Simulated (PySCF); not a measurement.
# Fine-structure interval along the 5-electron series

Calculated with PySCF 2.14 and a two-component X2C-1e Hamiltonian (Gaussian nucleus, no Breit or QED terms), each ion in its own even-tempered basis scaled to its charge; GMP2 freezes nothing and drops the highest virtual spinors. Values in cm⁻¹.

```csv
ion,configuration,GHF (screened spin-orbit),GMP2 (screened spin-orbit),GHF (bare spin-orbit)
Cs⁵⁰⁺,[He] 2s2 2p1,3186400,3175700,3313400
Ba⁵¹⁺,[He] 2s2 2p1,3447400,3436300,3582600
La⁵²⁺,[He] 2s2 2p1,3725100,3713500,3868900
```

Between Z = 55 and Z = 57 the GHF (bare spin-orbit) value grows as Z to the power 4.34.
